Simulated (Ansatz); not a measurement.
PBE exchange is replaced step by step with exact exchange (0 % is PBE, 25 % PBE0; no dispersion term), basis def2-SVP, Ansatz. System: Ga₄P₄H₁₄, a cluster cut from wurtzite GaP (hydrogen-capped). The state is a singlet with charge 0. Geometry: PBE-D4/def2-SVP.

Geometry of the singlet:

```xyz
22

Ga    2.6509    0.5681   -0.0856
P     0.8695    1.8140   -1.2853
Ga    0.2332   -2.6564   -0.4997
P     1.2387   -1.0535    0.9684
P    -1.3281   -1.1053   -1.6492
Ga   -1.4395    1.2227   -1.1249
Ga   -0.1838   -0.2064    2.6987
P    -1.6983    1.1229    1.2479
H     3.5006   -0.0700   -1.2531
H     3.1979    1.6240    0.9529
H     1.1311    1.8987   -2.6885
H     0.9129    3.2140   -0.9979
H     1.2233   -3.0937   -1.6490
H    -0.7300   -3.6348    0.2794
H     2.1767   -1.8511    1.7015
H    -1.1778   -1.1558   -3.0702
H    -2.6807   -1.5641   -1.5836
H    -2.4685    2.0978   -1.9298
H     0.5466    0.8915    3.5666
H    -1.1281   -1.3310    3.2784
H    -1.7757    2.4876    1.6676
H    -3.0710    0.7808    1.4556
```

```csv
exact exchange (%),HOMO (eV),LUMO (eV),gap (eV)
0,-6.17,-1.58,4.59
10,-6.60,-1.27,5.32
15,-6.81,-1.12,5.69
25,-7.25,-0.82,6.44
35,-7.70,-0.51,7.19
50,-8.37,-0.06,8.32
```

Question: Fit a straight line to the column «gap (eV)» against the share of exact exchange and predict its value at 5 %.

Answer: With x = exact exchange (%) and y = gap (eV): mean x = 22.5, mean y = 6.258; Σ(x − x̄)(y − ȳ) = 122.3, Σ(x − x̄)² = 1638; slope b = 0.07466, intercept a = ȳ − b·x̄ = 4.578. The residuals of the fitted rows reach 0.01. At x = 5 the line gives 4.578 + (0.07466 × 5) = 4.95; the run gave 4.95, the same within rounding.
